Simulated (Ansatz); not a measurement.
Breaking the B1–H2 bond in BF2H (SMILES FBF) (multiplicity 1 held, fragments rigid). Energies count from the point at 1.187 Å.
Geometry at that point (charge 0, multiplicity 1):
```xyz
4

B     -0.23542    -0.38536     0.08190
H     -0.84420    -1.38184     0.29368
F      0.89920    -0.13881     0.70492
F     -0.67460     0.50643    -0.78305
```

Restricted levels (R-, RO-) in cc, def2 and unpolarised 6-31G sets keep to the state of the molecule at rest. Active spaces are followed from a long bond inwards. Curves can end on different states.

Frozen-core correlation.

Run with Ansatz (Gaussian basis) for Hartree–Fock, density functionals and correlated methods. Values without a source in brackets are computed.

Q: What energy at R = 3.798 Å does R-MP2/cc-pVDZ give?

A: 606 kJ/mol

Q: Estimate the energy at R = 3.798 Å that FIC-MRCISD+Q on CASSCF(2,2)/cc-pVDZ returns for this input.

A: 465 kJ/mol

Doubts at one or more of the structures used: a restricted determinant that unrestricted orbitals would lower (R-MP2/cc-pVDZ).

Ansatz is a quantum-chemistry and plane-wave program.
